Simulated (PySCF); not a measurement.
How the method moves the HOMO and LUMO of `ClB[C@]12C[C@H]1C2`

Species: C4H6BCl.
Structure used (PBE0-D3(BJ)/def2-SVP), in Å, numbered top down from 1:
```
atom  x, y, z in Å
Cl1    3.3775   -0.5427    1.4904
B2     2.0903    0.4561    0.8209
C3     0.7970   -0.1795    0.3507
C4    -0.5229    0.4975    0.0693
C5    -0.3974   -0.3411    1.2801
C6     0.2246   -1.5360    0.6665
H7     2.2727    1.6486    0.7925
H8    -1.1185    0.1095   -0.7690
H9    -0.5688    1.5837    0.1982
H10   -0.4524   -0.0528    2.3298
H11   -0.3265   -2.0510   -0.1331
H12    0.8256   -2.1893    1.3069
```

Basis pcSseg-1 throughout (PySCF), one geometry. One conformer (not necessarily the lowest) at the PBE0-D3(BJ)/def2-SVP geometry, without solvent, vibrations or thermal averaging.

**Question.** How do the orbital energies, the gap and the dipole change with the method?

**Answer.** 
```csv
method,kind,HOMO (eV),LUMO (eV),gap (eV),μ (D),SCF cycles
BLYP,GGA,-6.39,-1.89,4.50,1.94,14
B97-D,GGA,-6.50,-1.89,4.61,2.00,14
OPBE,GGA,-6.55,-1.97,4.59,2.03,14
PBE,GGA,-6.56,-2.07,4.49,1.99,14
KT2,GGA,-6.59,-2.05,4.54,2.03,15
KT3,GGA,-6.60,-1.99,4.61,1.98,15
BP86,GGA,-6.66,-2.14,4.52,2.02,14
LDA,LDA,-6.71,-2.32,4.39,2.04,14
B97-2,global hybrid,-7.43,-1.16,6.27,2.04,13
B3LYP,global hybrid,-7.44,-1.34,6.10,1.99,12
PBE0,global hybrid,-7.67,-1.17,6.50,2.05,13
mPW1PW91,global hybrid,-7.69,-1.17,6.52,2.06,13
BHandHLYP,global hybrid,-8.62,-0.11,8.52,2.05,12
CAM-B3LYP,range-separated hybrid,-8.92,-0.06,8.86,1.98,12
wB97X-D,range-separated hybrid,-9.47,0.63,10.10,2.06,13
HF,Hartree–Fock,-10.09,2.45,12.54,2.16,11
LC-wPBE,range-separated hybrid,-10.26,1.01,11.27,2.01,13
```

The HOMO spans 3.88 eV, from BLYP down to LC-wPBE, and the gap runs from 4.39 eV (LDA) to 12.54 eV (HF). Over the methods BLYP (0 %), B97-D (0 %), OPBE (0 %), PBE (0 %), KT2 (0 %), KT3 (0 %), BP86 (0 %), LDA (0 %), B97-2 (21 %), B3LYP (20 %), PBE0 (25 %), mPW1PW91 (25 %), BHandHLYP (50 %), HF (100 %), a straight line through the gap against the share of exact exchange rises by 0.80 eV for each 10 % (correlation coefficient 1.000). The dipole ranges from 1.94 D (BLYP) to 2.16 D (HF). This basis has no diffuse functions.
